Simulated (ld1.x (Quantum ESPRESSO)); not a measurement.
## Pseudopotential generation for Fe (Z = 26): PAW, LDA (PZ), scalar-relativistic.

Fe (Z = 26), PAW, made with ld1.x (Quantum ESPRESSO) 7.5 (LDA (PZ), scalar-relativistic). Core [Ar], reference 3d6 4s2 4p0. Waves: 4s (bound): rcut 2.05, rcutus 2.25 bohr; 4s channel at -0.1 Ry: rcut 2.05, rcutus 2.25 bohr; 4p (bound, empty): rcut 2.20, rcutus 2.40 bohr; 4p channel at 0.75 Ry: rcut 2.20, rcutus 2.40 bohr; 3d (bound): rcut 1.60, rcutus 1.90 bohr; 3d channel at -0.2 Ry: rcut 1.60, rcutus 1.90 bohr. Local part: all-electron potential smoothed inside 1.75 bohr (lloc = -1). Core correction: Bessel-smoothed model core inside 0.90 bohr. Augmentation charge: PSQ, radius 1.55 bohr.

All-electron outer shells of the reference configuration (LDA (PZ), scalar-relativistic, ld1.x):

```tsv
shell	level (eV)	outermost node (bohr)	outermost maximum (bohr)
3s	-93.51	0.33	0.70
3p	-59.93	0.30	0.72
3d	-7.75	–	0.71
4s	-5.49	1.01	2.38
4p	-1.44	1.10	3.29
```

Question: Estimate the cutoffs (Ry, on a coarse ladder) from which the occupation-weighted sum of valence levels, in a spherical-Bessel basis at the reference potential, stays within 10 and 1 mRy of its value at 400 Ry.

Answer: 30 Ry and 45 Ry.

Question: What does a ghost test show?

Answer: No extra level below or beside the all-electron valence levels (s, p, d, f tested).

Question: Is the overlap operator S = 1 + Σ q|β⟩⟨β| positive definite (Bessel basis up to 400 Ry)?

Answer: Yes: its lowest eigenvalue is 0.39 (s channel).

Question: Which valence shell sets the plane-wave cutoff?

Answer: 3d: its level needs 30 Ry to come within 1 mRy, against 8 Ry for 4s.

Question: Tests: 3d6 4s1 4p0; 3d6 4s0 4p0; 3d5 4s0 4p0; 3d7 4s0 4p0; 3d5 4s2 4p0; 3d5 4s2 4p1; 3d4 4s0 4p0. Which has the largest error in its energy relative to the reference configuration, and how large is it?

Answer: 3d4 4s0 4p0, with -1802 meV (all-electron minus pseudo) on +113.38 eV.
